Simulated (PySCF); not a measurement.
PySCF input for C3H10Si2, SMILES [SiH3][C@H]1C[C@@H]1[SiH3], HF/pcSseg-1. Coordinates come from a ωB97X-D3(BJ)/def2-SVP optimisation. The structure was generated by enumeration; whether it is a known compound was not checked.

```python
import numpy as np
from pyscf import gto, scf, dft
from pyscf.prop.nmr import rhf as nmr

mol = gto.M(
    atom='''
    Si    2.26843962   -0.03156555    0.39696737
    C     0.56666047    0.50886726   -0.15042633
    C    -0.00000000    0.00000000   -1.45027519
    C    -0.56666048   -0.50886727   -0.15042633
    Si   -2.26843962    0.03156555    0.39696737
    H     2.48689809   -1.42911608   -0.08546703
    H     3.33055151    0.85053590   -0.17273042
    H     2.38836200   -0.01013686    1.88537431
    H     0.28366590    1.53558889    0.11620246
    H     0.60447082   -0.69107952   -2.04753898
    H    -0.60447082    0.69107953   -2.04753898
    H    -0.28366590   -1.53558890    0.11620244
    H    -3.33055152   -0.85053591   -0.17273041
    H    -2.48689810    1.42911608   -0.08546701
    H    -2.38836200    0.01013685    1.88537431
    ''',
    basis='pcSseg-1',
    charge=0,
    spin=0,
    max_memory=1600,
    verbose=3,
)
mf = scf.RHF(mol)
mf.conv_tol = 1e-10
mf.max_cycle = 100
mf.kernel()
n = nmr.NMR(mf)
n.verbose = 2
n.max_cycle_cphf = 60
sigma = n.kernel()
print('atom   isotropic/ppm   span/ppm')
for i, s in enumerate(sigma):
    w = np.linalg.eigvalsh((s + s.T) / 2)
    print(f'{mol.atom_symbol(i):2s}{i + 1:3d} {w.mean():14.3f} {w[2] - w[0]:11.3f}')
```

Log of the run:

```
converged SCF energy = -697.196137660963
atom   isotropic/ppm   span/ppm
Si  1        440.692      94.845
C   2        200.481      68.151
C   3        185.327      59.222
C   4        200.481      68.151
Si  5        440.692      94.845
H   6         28.736       9.284
H   7         27.732       9.745
H   8         27.773       9.599
H   9         32.479      18.517
H  10         31.151      16.586
H  11         31.151      16.586
H  12         32.479      18.517
H  13         27.732       9.745
H  14         28.736       9.284
H  15         27.773       9.599
```

The calculation finished and met its thresholds.

Cost: around 40 core-seconds (rough).
